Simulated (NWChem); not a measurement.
Molecule: C2H4FNSi; SMILES N1=C[Si@@H](C1)F

```xyz
9

F     -0.0101    -1.9362    -0.5087
Si     0.0194    -0.5699     0.3734
C      1.0994     0.8850    -0.0884
N      0.1147     1.7107    -0.1678
C     -1.1123     0.8833    -0.0606
H      0.0796    -1.0089     1.7983
H      2.1390     1.2278    -0.1786
H     -1.8272     1.2885     0.6730
H     -1.6224     0.8375    -1.0358
```
Atoms are numbered in this order, from 1.

All runs: NWChem. Structure relaxed at the PBE0/def2-SVP level. Level: PBE0/def2-SVP with SMD (1 M gas to 1 M solution), gas-phase geometry. Reactions with the solvent are ignored.

### Question
What does the run give for solvent toluene? Quantities: solvation free energy (kcal/mol); cavity-dispersion-structure term (kcal/mol); dipole in solution (D).

### Answer
The solvation free energy (kcal/mol) comes out as -2.1 and the cavity-dispersion-structure term (kcal/mol) is 0.5. The dipole in solution (D) is 0.94.
